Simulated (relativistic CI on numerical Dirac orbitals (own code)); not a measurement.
Calculated at this level of theory: Dirac-Coulomb-Breit CI, separate exchange-only KLI orbitals for each configuration, model QED (radiative potential, 1s self-energy scaled to tabulated hydrogen-like ionisation energies), unscaled Slater integrals (own radial code, finite nucleus).

The strongest absorption lines from the ground level of an ion, among the configurations computed and to levels below about 820 eV (vacuum wavelength in nm, gf): 2.9314 (0.74), 2.9504 (0.19), 2.9543 (1.2), 2.9940 (1.1), 3.4916 (0.15), 3.6793 (0.34), 4.6348 (0.64), 4.9785 (0.1).

Question: Which ion is it?
A. La41+
B. Ta57+
C. Tb51+
D. Tb49+

Answer: D. Tb49+ has 16 electrons and the ground level 3s2.3p4 3P_2; the strongest line goes to 3s2.3p3.3d 3P°_2. The pattern of lines fixes the number of electrons, and along that sequence the line energies rise steadily with the charge (about as its square where n changes within one kind of shell, about linearly where n is kept but much faster in heavy ions where fine structure, which grows about as Z⁴, sets the gap, and irregularly where shells cross), which fixes Z. Configurations outside the model, such as inner-shell arrays, can give stronger lines. At this charge energies of transitions that change n are usually good to better than 1 %, and those within a shell (Δn = 0) to a few per cent.

LS names give the leading component of a level, which can be under half, so a name can repeat, a term be missing and a line seem to break the LS rules.
